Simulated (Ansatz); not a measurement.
BF$_{3}$, singlet, at a GFN2-xTB geometry; CCSD/def2-SVP run with Ansatz (a quantum-chemistry and plane-wave program).

The Ansatz input:
Ansatz 0.2 input:
```yaml
crystal:
  periodic: [false, false, false]
  atoms:
    - {symbol: B, position_ang: [-0.00000000, 0.00000000, -0.00000000]}
    - {symbol: F, position_ang: [-0.00659779, 1.30036204, -0.00088081]}
    - {symbol: F, position_ang: [1.12944220, -0.64446528, 0.00325160]}
    - {symbol: F, position_ang: [-1.12284440, -0.65589676, -0.00237079]}
basis:
  gaussian:
    orbitals: def2-SVP
magnetization: {spin_polarized: false}
correlation: {method: ccsd}
```

It wrote (shortened):

```
Functional definition: HF
525 factors; integrals over basis functions are off by at most 8.1e-4 eV
mean field evaluation 1: about -8785.4993 eV, gradient 3.5e1 eV
mean field evaluation 2: about -8785.5033 eV, gradient 3.5e1 eV
mean field evaluation 4: about -8787.5377 eV, gradient 1.8e0 eV
mean field evaluation 8: about -8787.5454 eV, gradient 5.6e-2 eV
mean field evaluation 16: about -8787.5392 eV, gradient 3.0e-1 eV
mean field -8787.54539456 eV, -322.9363368379 hartree, gradient 3.1e-6 eV, S^2 0.000000; 0 other end points of the search recorded, 0 dependent functions left out
4 core orbitals not correlated
reference -8787.54539456 eV, -322.9363368379 hartree; 12, 12 occupied and 40, 40 virtual orbitals, 525 factors
second order -17.09295655 eV of doubles, -0.00000000 eV of singles
cycle   1  -16.92336497 eV  change    1.7e-1 eV  update   8.4e-2
cycle   2  -17.22599575 eV  change   -3.0e-1 eV  update   2.1e-2
cycle   3  -17.30201651 eV  change   -7.6e-2 eV  update   1.1e-2
cycle   4  -17.29415602 eV  change    7.9e-3 eV  update   1.8e-3
cycle   5  -17.29213632 eV  change    2.0e-3 eV  update   6.5e-4
cycle   6  -17.29243758 eV  change   -3.0e-4 eV  update   1.5e-4
cycle   7  -17.29235093 eV  change    8.7e-5 eV  update   3.4e-5
cycle   8  -17.29232230 eV  change    2.9e-5 eV  update   8.3e-6
Total energy: -8804.83771686 eV, -323.5718179613 hartree
```
